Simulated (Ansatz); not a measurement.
Basis-set series for BClH4OSi, SMILES `[SiH3]OBCl`. Charge 0, multiplicity 1. All single points use the PBE0-D4/def2-TZVP geometry. It is one conformer, not always the lowest.

```json
{"functional": "PBE0-D4", "basis": "def2-SVP", "functions": "84", "energy (Eh)": "-851.58569", "HOMO (eV)": "-8.91", "LUMO (eV)": "-0.44"}
{"functional": "PBE0-D4", "basis": "def2-TZVPP", "functions": "202", "energy (Eh)": "-851.96709", "HOMO (eV)": "-9.05", "LUMO (eV)": "-0.65"}
{"functional": "ωB97M-V", "basis": "def2-SVP", "functions": "84", "energy (Eh)": "-851.89022", "HOMO (eV)": "-11.14", "LUMO (eV)": "1.68"}
{"functional": "ωB97M-V", "basis": "def2-TZVPP", "functions": "202", "energy (Eh)": "-852.27422", "HOMO (eV)": "-11.33", "LUMO (eV)": "1.34"}
```

(1) Give the rows for def2-QZVPP. (Estimate.)

## Answers

(1) The calculation gave: 
```json
{"functional": "PBE0-D4", "basis": "def2-QZVPP", "functions": "374", "energy (Eh)": "-851.99689", "HOMO (eV)": "-9.08", "LUMO (eV)": "-0.70"}
{"functional": "ωB97M-V", "basis": "def2-QZVPP", "functions": "374", "energy (Eh)": "-852.30205", "HOMO (eV)": "-11.36", "LUMO (eV)": "1.21"}
```

Positive LUMOs are unbound and depend on the basis.

Program: Ansatz 0.2.0.
